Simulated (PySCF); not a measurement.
Vertical excitations of a molecule CH5F3Si2 from PySCF with TDA-PBE/def2-SVPD, as energy in eV (oscillator strength): 5.40 (0.011), 6.36 (0.042), 6.47 (0.000), 6.93 (0.124), 6.99 (0.001), 7.26 (0.001), 7.27 (0.042), 7.40 (0.033), 7.47 (0.004), 7.59 (0.000). Lowest triplet (TDA): 4.98 eV. Coordinates come from a TPSSh-D3(BJ)/def2-SVP optimisation. One conformer was computed; it need not be the lowest.

Which structure fits?
(A) F[SiH2]C(F)[SiH2]F
(B) F[SiH2]C(F)(F)[SiH3]
(C) FC[SiH2][SiH](F)F
(D) C[SiH2][Si](F)(F)F

B, F[SiH2]C(F)(F)[SiH3]
